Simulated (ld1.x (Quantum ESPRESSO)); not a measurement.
**Pseudopotential generation for Ta: TM, PBEsol, scalar-relativistic.**

```json
{
  "Element": "tantalum (Ta)",
  "Generator": "ld1.x (Quantum ESPRESSO) 7.5",
  "Type": "norm-conserving Troullier–Martins (Kleinman–Bylander form)",
  "Functional": "PBEsol",
  "Relativity": "scalar-relativistic",
  "Frozen core": "[Kr] 4d10 4f14",
  "Valence charge": "13",
  "Reference configuration": "5s2 5p6 5d3 6s1.75 6p0.25",
  "Partial waves": "5s (bound): rc 0.55 bohr; 5p (bound): rc 2.05 bohr; 5d (bound): rc 1.90 bohr; 5f channel at 0.1 Ry: rc 2.15 bohr",
  "Local potential": "all-electron potential smoothed inside 1.35 bohr (lloc = -1)",
  "Core correction": "none"
}
```

Occupied shells without a wave of their own: 6p, 6s. They enter only through the test configuration that unscreens the potential.

Results:

| Property | Result |
| --- | --- |
| Configuration tests | 4 of 7 tests not solved or not reliable; not counted: 5s2 5p6 5d3 6s2 6p0 (solver errors, printed error -1091 eV); 5s2 5p6 5d2 6s2 6p1 (solver errors, printed error -1076 eV); 5s2 5p6 5d3 6s1 6p0 (solver errors, printed error -1001 eV); 1 more |

A Bessel basis up to 400 Ry misses an occupied level by 2.20 Ry, so cutoffs and ghosts were not judged.

Generation and tests took about 15 s on one core of a shared server CPU.
